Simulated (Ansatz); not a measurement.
Consider the ligand exchange at the Sb–Br bond: `[OH][SbH][Br]` + NH₃ → `[NH2][SbH][OH]` + HBr.

Program: Ansatz. Geometries: PBE0-D4/def2-TZVP. ΔE: electronic, gas phase. CBS: MP2 limit from def2 TZ/QZ plus the TZ coupled-cluster correction, frozen cores. This one scheme is used for every species. DFT in def2-TZVPP. def2 core potentials past Kr. For Br, Sb outer-core shells are correlated without core-valence functions, which leaves a few kJ/mol of doubt a bond. Scalar relativity is left out up to krypton. Each species was taken in one conformer, which may not be the lowest.

| level | ΔE (eV) |
| --- | --- |
| BHLYP-D4 | 1.09 |
| PBE-QIDH | 1.02 |
| BLYP | 1.06 |
| MP2/CBS(def2) | 1.05 |

(1) What does CCSD(T)/CBS give? (Best estimate.)

Largest T1 diagnostic among the species: 0.014.

Answers

(1) Ansatz gave: +1.01 eV. The listed levels differ from it by 0.08, 0.01, 0.05, 0.04 eV.

Leaving LDA and LC-ωPBE aside and taking each functional with its dispersion term where it has one, the values, not all of them listed here, spread over 0.10 eV, from ωB97X-V to BHLYP-D4. LDA lies −0.09 eV from PBE without D4. In def2-TZVPP, CCSD(T) changes the Hartree–Fock value by −0.15 eV (the triples alone add −0.01 eV) and MP2 by −0.12 eV.
